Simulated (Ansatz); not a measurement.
**Which is lower?**

Two relaxed structures of CH₂SSe, closed shell (PBE0-D4/def2-TZVP; forces vanish, vibrations not checked).

A:

S1  (-0.732, 0.765, -0.127)
C2  (0.290, -0.363, 0.392)
Se3  (2.137, -0.496, 0.108)
H4  (2.220, 0.733, -0.696)
H5  (-0.043, -1.206, 0.999)
(Å)

B:

```
5
angstrom
S -1.2687 0.3905 -0.1448
C 0.1858 -0.3460 0.3615
Se 1.8167 -0.1497 -0.2750
H -0.7333 1.1229 -1.1409
H -0.0005 -1.0177 1.1992
```

Program: Ansatz 0.2.0. Basis: def2-TZVPP. Cores are frozen in the correlated methods. Filled d shells of the heavier atoms are correlated. The def2 sets are not built for correlating such inner shells, so the correlated values are less sure here. B3LYP uses VWN-RPA correlation.

Question: Which structure is lower at CCSD(T), and by how much? (To be estimated.)

Answer: Computed: B, by 0.038 eV (electronic energy, against the other); a gap this small isn't resolved in one triple-zeta basis. By their contacts, A is CH₂SSe ([S][CH][SeH]) and B is CH₂SSe ([SH][CH][Se]).

All methods give the same order:

```
   method  E(B) − E(A) (eV)
   PBE-D4            -0.059
r2SCAN-D4            -0.059
  PBE0-D4            -0.066
 B3LYP-D4            -0.057
  wB97M-V            -0.042
       HF            -0.042
      MP2            -0.057
     CCSD            -0.027
  CCSD(T)            -0.038
```

No T1 diagnostic of these runs exceeds 0.017. The restricted Hartree–Fock reference is unstable towards an unrestricted one at one or more of these structures.

Labels in which every atom is bracketed show which atoms are joined, not bond orders.

For scale, one of the runs: CCSD(T)/def2-TZVPP, 149 basis functions, launched by `ansatz run in.yaml --threads 2 --pin off --events-out ev --progress --plain --max-ram 4352MiB`. The run took 27 s on 2 CPU threads of an Arm Neoverse V1 (shared host), with 0.93 GiB of host memory at its peak.
